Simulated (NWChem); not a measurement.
System: MoN$_{2}$H$_{3}$OF; SMILES [NH]=[Mo](=[NH])([OH])[F]

NWChem input:

```
start job
memory heap 200 mb stack 900 mb global 1100 mb
geometry units angstroms
  Mo     0.009852    -0.048500    -0.001134
  N     -1.437736    -0.985214    -0.179173
  H     -2.176645    -1.642295    -0.391277
  N      1.141973    -0.426386    -1.258542
  H      1.700131    -0.802490    -2.013350
  F     -0.486242     1.691663    -0.284692
  O      0.735173    -0.291780     1.602254
  H      1.148589    -0.575906     2.422614
end
basis spherical
  * library def2-svp
end
ecp
  Mo library def2-ecp
end
dft
  xc pbe0
  iterations 150
end
driver
  maxiter 120
end
task dft optimize
```

Output (shortened):

```
             Northwest Computational Chemistry Package (NWChem) 7.3.0
             --------------------------------------------------------

 C1  symmetry detected

                             Geometry "geometry" -> ""
                             -------------------------

 Output coordinates in angstroms (scale by  1.889725989 to convert to a.u.)

  No.       Tag          Charge          X              Y              Z
 ---- ---------------- ---------- -------------- -------------- --------------
    1 Mo                  42.0000    -0.01773920     0.01301447    -0.00021655
    2 N                    7.0000    -1.00681139    -0.09667834    -1.41949303
    3 H                    1.0000    -1.72425432    -0.11547791    -2.13199024
    4 N                    7.0000    -0.98948132    -0.08522760     1.43213690
    5 H                    1.0000    -1.69821147    -0.09827130     2.15342819
    6 F                    9.0000     1.02146548    -1.49520793    -0.00091856
    7 O                    8.0000     0.95170066     1.50170832    -0.01050154
    8 H                    1.0000     1.33476668     2.38368768    -0.00857058

 Effective nuclear repulsion energy (a.u.)     501.0729221383

                                Z-matrix (autoz)
                                --------

 Units are Angstrom for bonds and degrees for angles

      Type          Name      I     J     K     L     M      Value
      ----------- --------  ----- ----- ----- ----- ----- ----------
    1 Stretch                  1     2                       1.73339
    2 Stretch                  1     4                       1.73366
    3 Stretch                  1     6                       1.83158
    4 Stretch                  1     7                       1.77655
    5 Stretch                  2     3                       1.01130
    6 Stretch                  4     5                       1.01130
    7 Stretch                  7     8                       0.96158
    8 Bend                     1     2     3               169.36981
    9 Bend                     1     4     5               169.36397
   10 Bend                     1     7     8               170.39394
   11 Bend                     2     1     4               110.67507
   12 Bend                     2     1     6               105.74307
   13 Bend                     2     1     7               111.07914
   14 Bend                     4     1     6               105.76425
   15 Bend                     4     1     7               110.98568
   16 Bend                     6     1     7               112.35937
   17 Torsion                  2     1     4     5         -18.54477
   18 Torsion                  2     1     7     8          64.26274
   19 Torsion                  3     2     1     4          18.55569
   20 Torsion                  3     2     1     6         132.63989
   21 Torsion                  3     2     1     7        -105.20298
   22 Torsion                  4     1     7     8         -59.31852
   23 Torsion                  5     4     1     6        -132.61561
   24 Torsion                  5     4     1     7         105.26760
   25 Torsion                  6     1     7     8        -177.50983

                           NWChem Geometry Optimization
                           ----------------------------

 maximum gradient threshold         (gmax) =   0.000450
 rms gradient threshold             (grms) =   0.000300
 maximum cartesian step threshold   (xmax) =   0.001800
 rms cartesian step threshold       (xrms) =   0.001200
 fixed trust radius                (trust) =   0.300000
 source of zmatrix                         =   autoz

          -------------------
          Energy Minimization
          -------------------

 Using diagonal initial Hessian
 Scaling for Hessian diagonals: bonds = 1.00  angles = 0.25  torsions = 0.10

          --------
          Step   0

                                 NWChem DFT Module
                                 -----------------

 Summary of "ao basis" -> "ao basis" (spherical)
 ------------------------------------------------------------------------------
       Tag                 Description            Shells   Functions and Types
 ---------------- ------------------------------  ------  ---------------------
 Mo                         def2-svp                11       31   5s3p2d1f
 N                          def2-svp                 6       14   3s2p1d
 H                          def2-svp                 3        5   2s1p
 F                          def2-svp                 6       14   3s2p1d
 O                          def2-svp                 6       14   3s2p1d

            General Information
            -------------------
          SCF calculation type: DFT
          Wavefunction type:  closed shell.
          No. of atoms     :     8
          No. of electrons :    48
           Alpha electrons :    24
            Beta electrons :    24
          Charge           :     0
          Spin multiplicity:     1
          Use of symmetry is: off; symmetry adaption is: off
          Maximum number of iterations: 150
          AO basis - number of functions:   102
                     number of shells:    44
          Convergence on energy requested:  1.00D-06
          Convergence on density requested:  1.00D-05
          Convergence on gradient requested:  5.00D-04

              XC Information
              --------------
                         PBE0 Method XC Functional
                     Hartree-Fock (Exact) Exchange  0.250
          PerdewBurkeErnzerhof Exchange Functional  0.750
            Perdew 1991 LDA Correlation Functional  1.000 local
           PerdewBurkeErnz. Correlation Functional  1.000 non-local

[...]

      ----------------------
      Optimization converged
      ----------------------

  Step       Energy      Delta E   Gmax     Grms     Xrms     Xmax
  ---- ---------------- -------- -------- -------- -------- --------
@   39    -354.14577074  2.1D-08  0.00005  0.00002  0.00019  0.00034
                                     ok       ok       ok       ok

                                Z-matrix (autoz)
                                --------

 Units are Angstrom for bonds and degrees for angles

      Type          Name      I     J     K     L     M      Value     Gradient
      ----------- --------  ----- ----- ----- ----- ----- ---------- ----------
    1 Stretch                  1     2                       1.71521   -0.00003
    2 Stretch                  1     4                       1.71933    0.00002
    3 Stretch                  1     6                       1.86370    0.00001
    4 Stretch                  1     7                       1.88045    0.00003
    5 Stretch                  2     3                       1.01685   -0.00005
    6 Stretch                  4     5                       1.01823   -0.00001
    7 Stretch                  7     8                       0.96407    0.00003
    8 Bend                     1     2     3               158.28456    0.00000
    9 Bend                     1     4     5               153.33187   -0.00000
   10 Bend                     1     7     8               120.95293   -0.00000
   11 Bend                     2     1     4               109.54919   -0.00000
   12 Bend                     2     1     6               109.03067   -0.00000
   13 Bend                     2     1     7               107.43666   -0.00000
   14 Bend                     4     1     6               108.57242   -0.00000
   15 Bend                     4     1     7               108.36363    0.00000
   16 Bend                     6     1     7               113.83067    0.00000
   17 Torsion                  2     1     4     5           2.51725   -0.00000
   18 Torsion                  2     1     7     8         134.45392    0.00000
   19 Torsion                  3     2     1     4          -1.15957    0.00000
   20 Torsion                  3     2     1     6         117.52621   -0.00000
   21 Torsion                  3     2     1     7        -118.67240   -0.00000
   22 Torsion                  4     1     7     8          16.17189    0.00000
   23 Torsion                  5     4     1     6        -116.45200    0.00000
   24 Torsion                  5     4     1     7         119.44805   -0.00000
   25 Torsion                  6     1     7     8        -104.72475   -0.00000

                         Geometry "geometry" -> "geometry"
                         ---------------------------------

 Output coordinates in angstroms (scale by  1.889725989 to convert to a.u.)

  No.       Tag          Charge          X              Y              Z
 ---- ---------------- ---------- -------------- -------------- --------------
    1 Mo                  42.0000     0.05498771    -0.02122266    -0.07762165
    2 N                    7.0000    -0.99286034    -0.14249141    -1.43011522
    3 H                    1.0000    -1.86767196    -0.20160443    -1.94508671
    4 N                    7.0000    -0.87613460     0.08521263     1.36382811
    5 H                    1.0000    -1.75246417     0.09731728     1.88217890
    6 F                    9.0000     1.11286880    -1.55303803     0.01080997
    7 O                    8.0000     1.03761887     1.57083376    -0.26707234
    8 H                    1.0000     1.15509080     2.17254025     0.47695355

 Effective nuclear repulsion energy (a.u.)     495.5886661695

                Final and change from initial internal coordinates
                --------------------------------------------------

                                Z-matrix (autoz)
                                --------

 Units are Angstrom for bonds and degrees for angles

[...]
```

Level: PBE0/def2-SVP with def2 effective core potentials on Mo. No frequency run checked for a minimum. def2 effective core potentials on Mo; no spin-orbit coupling.
